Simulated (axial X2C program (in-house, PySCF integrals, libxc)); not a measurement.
# Worked dissociation energy of ZrBr: CCSD(T), with spin–orbit coupling

Calculated with an in-house all-electron X2C program for linear molecules (integrals from PySCF). Two-component (2c) means X2C with spin–orbit coupling and atomic mean-field two-electron Coulomb and Gaunt terms. Basis: Zr dyall-cv3z [11s12p9d6f3g], Br dyall-cv3z [8s9p6d4f1g] (cores contracted in-house); Gaussian nuclei, density fitting, unrestricted open shells. Masses: Zr 89.905 u, Br 78.918 u.

Molecular state: Ω = 3/2 (⟨Sz⟩ = 1.50, ⟨Lz⟩ = 0.00 at HF).

Correlated methods: 19 electrons correlated (number of frozen shells: Zr 3 s, 2 p, 1 d; Br 3 s, 2 p, 1 d), 323 virtual spin orbitals or spinors in MP2, 110 natural virtuals in coupled cluster.

| Item | Value |
| --- | --- |
| E(Zr) (2M_J = 4) | -3595.186355 hartree |
| E(Br) (2M_J = 3) | -2603.767042 hartree |
| E(ZrBr) at Re | -6199.083583 hartree |
| ωe | 275.2 cm⁻¹ |
| ωexe | 0.606 cm⁻¹ |

Question: Work out De and D0.

Answer: De = -3595.186355 + (-2603.767042) − (-6199.083583) = 0.13019 hartree = 3.543 eV. The zero-point energy is ωe/2 − ωexe/4 = 137 cm⁻¹ = 0.017 eV, so D0 = 3.525 eV.

The state is one determinant whose occupation by symmetry is held fixed; it was picked as the lowest of a PBE0 search that is not exhaustive. De is counted from the lowest determinant-based energies of the atoms at the same level, without counterpoise correction. CCSD and (T) use frozen natural virtuals with an MP2 correction for the truncation; (T) itself is uncorrected, so its De runs slightly low. Other states lie close and PBE0, whose exact exchange favours high spin, may order them wrongly; the determinant shown need not be the ground state. The nearest other 2c determinant of the search, Ω = 3/2, lies 0.06 eV up at the distance of the search. With several unpaired electrons one determinant need not be a pure state. This is the top spin component of a Σ state; components of lower Ω are not single determinants and can lie lower.

Each atomic determinant is the lowest at this level and need not be a pure J level. Totals compare only within one Hamiltonian and basis.
